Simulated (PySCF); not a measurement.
Radial density of N(2+) (nitrogen, charge +2)

UHF, [He] 2s2 2p1, 2P determinant. Calculation: PySCF 2.14, in aug-cc-pVDZ (4s3p2d, 23 functions); the non-relativistic Hamiltonian (point nucleus).

```json
{"r (bohr)": "0.00476", "4πr²ρ (e/bohr)": "0.05518", "4πr²(ρα − ρβ)": "0.0000"}
{"r (bohr)": "0.00801", "4πr²ρ (e/bohr)": "0.1499", "4πr²(ρα − ρβ)": "0.0001"}
{"r (bohr)": "0.0135", "4πr²ρ (e/bohr)": "0.3915", "4πr²(ρα − ρβ)": "0.0002"}
{"r (bohr)": "0.0227", "4πr²ρ (e/bohr)": "0.9765", "4πr²(ρα − ρβ)": "0.0005"}
{"r (bohr)": "0.0381", "4πr²ρ (e/bohr)": "2.227", "4πr²(ρα − ρβ)": "0.0014"}
{"r (bohr)": "0.0641", "4πr²ρ (e/bohr)": "4.404", "4πr²(ρα − ρβ)": "0.0038"}
{"r (bohr)": "0.108", "4πr²ρ (e/bohr)": "6.826", "4πr²(ρα − ρβ)": "0.0125"}
{"r (bohr)": "0.181", "4πr²ρ (e/bohr)": "7.105", "4πr²(ρα − ρβ)": "0.0535"}
{"r (bohr)": "0.305", "4πr²ρ (e/bohr)": "3.963", "4πr²(ρα − ρβ)": "0.2072"}
{"r (bohr)": "0.513", "4πr²ρ (e/bohr)": "1.809", "4πr²(ρα − ρβ)": "0.5572"}
{"r (bohr)": "0.863", "4πr²ρ (e/bohr)": "2.647", "4πr²(ρα − ρβ)": "0.8678"}
{"r (bohr)": "1.45", "4πr²ρ (e/bohr)": "1.628", "4πr²(ρα − ρβ)": "0.4908"}
{"r (bohr)": "2.44", "4πr²ρ (e/bohr)": "0.1667", "4πr²(ρα − ρβ)": "0.0418"}
{"r (bohr)": "4.11", "4πr²ρ (e/bohr)": "0.001553", "4πr²(ρα − ρβ)": "0.0009"}
{"r (bohr)": "6.91", "4πr²ρ (e/bohr)": "4.778e-05", "4πr²(ρα − ρβ)": "0.0000"}
```
